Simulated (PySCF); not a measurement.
# Spin states and ions at one geometry of OsO2(H2O)3

PySCF 2.14.0, RKS r2SCAN, Os def2-SVP with ECP60, O def2-SVP, H def2-SVP; non-relativistic Hamiltonian with scalar-relativistic core potentials where named; density fitting; no spin-orbit coupling; singlets restricted, open shells unrestricted. The geometry is relaxed for charge 0, singlet, vacuum:

```xyz
12

Os    0.0000    0.0000    0.0000
O     0.0000    0.0000    1.7331
O     0.0000    0.0000   -1.7331
O     2.4450    0.0000    0.0000
H     3.0212   -0.7737    0.0000
H     3.0212    0.7738    0.0000
O    -1.2225    2.1174    0.0000
H    -0.8405    3.0033    0.0000
H    -2.1807    2.2295    0.0000
O    -1.2225   -2.1174    0.0000
H    -2.1806   -2.2296    0.0000
H    -0.8405   -3.0033    0.0000
```

Energies count from the relaxed state; an electron taken off or put on is at rest in vacuum. Charges and spins are Mulliken's.

```tsv
state	energy (eV)	spin squared	charge on Os1 (e)	spin on Os1 (e)	dipole about the centre of mass (D)
charge 0, singlet, vacuum	0.00	0.00	0.53	0.00	0.00
charge 0, quintet, vacuum	1.91	6.03	0.66	3.38	0.03
charge 0, septet, vacuum	4.19	12.02	0.55	3.83	0.00
charge +1, doublet, vacuum	6.35	0.77	1.06	1.15	0.09
charge -1, doublet, vacuum	0.38	0.75	0.07	0.70	0.00
```

Question: What does the state charge 0, triplet, vacuum give?

Answer: energy (eV) 0.16, spin squared 2.02, charge on Os1 (e) 0.59, spin on Os1 (e) 1.96, dipole about the centre of mass (D) 0.07.

With an electron taken off (doublet) the charges change, summed by element, by Os +0.52 e, O +0.19 e, H +0.28 e. The vertical ionisation energy is 6.35 eV, against −ε(HOMO) = 3.23 eV of the relaxed state. The level lies 3.1 eV too high, as is usual for semilocal functionals and global hybrids, which keep a self-interaction error.

With an electron put on (doublet) the charges change, summed by element, by Os -0.46 e, O +0.05 e, H -0.58 e. The vertical electron affinity is -0.38 eV, against −ε(LUMO) = 2.03 eV of the relaxed state. The basis has no diffuse functions, which an added electron needs. The added electron's level lies above zero.

Open shells may have lower solutions than those found.

No frequency check is given that shows the relaxed geometry to be a minimum.
